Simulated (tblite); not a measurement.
Run record: tight-binding relaxation, `CC#C[C@]1([SiH2]F)C[CH2][GeH2]1`.

Computed with GFN2-xTB geometry optimisation, gas phase (tblite 0.8.0). Start geometry: from a force field or distance geometry. The input is one job of a driver script: a line of settings, then coordinates in Å.

Command:
```bash
OMP_NUM_THREADS=1 python probes_run.py task.json out
```

Input:
```
{"job": {"kind": "relax", "xc": "GFN2-xTB", "basis": "xTB"}, "charge": 0, "multiplicity": 1}
C      3.640600     0.931900     0.116500
C      2.194000     0.550400     0.110000
C      1.046200     0.215900     0.108300
C     -0.367400    -0.191900     0.076200
Si    -0.695700    -1.878400     0.785300
F     -1.834300    -1.899900     2.005600
C     -0.964700    -0.073900    -1.324800
C     -2.304400    -0.037400    -0.673200
Ge    -1.522200     1.215300     0.606000
H      4.264200     0.058500     0.366500
H      3.921300     1.295200    -0.897500
H      3.731000     1.665900     0.914200
H     -1.145100    -2.733200    -0.346300
H      0.590400    -2.410700     1.292300
H     -0.702800     0.958900    -1.680900
H     -0.716000    -0.906400    -1.973200
H     -3.057300     0.478200    -1.297300
H     -2.628400    -1.014500    -0.222700
H     -1.283700     2.618400     0.022900
H     -2.171200     1.168500     2.009000
```

Output:
```
step      E/eV     max force
  0    -727.94373    4.581
  1    -728.44475    4.872
  2    -728.48621    8.803
  3    -728.85498    0.958
  4    -728.96550    0.821
  5    -729.13790    1.061
  6    -729.18812    0.560
  7    -729.24574    0.503
  8    -729.27354    0.502
  9    -729.30308    0.370
... (123 lines left out)
133    -729.53882    0.017
134    -729.53890    0.021
135    -729.53897    0.020
136    -729.53904    0.018
137    -729.53910    0.018
138    -729.53916    0.018
139    -729.53922    0.021
140    -729.53928    0.017
141    -729.53932    0.012
142    -729.53934    0.008
```

«max force» is the largest atomic force in eV/Å.

Problem. From which step on does the largest force stay under 0.1 eV/Å, and how much energy is left to gain from there?

Solution. From step 108 (0.071 eV/Å), 6.5 meV above the end.

Summary of the converged run: energy lowered by 36.8 kcal/mol over 142 steps; largest atomic force 0.008 eV/Å at the end.

Hardware: Intel Xeon 6975P-C, one thread (shared host). Cost: 1.2 s of wall time.
Labels such as C1 count atoms from 1, the log's own numbers from 0.
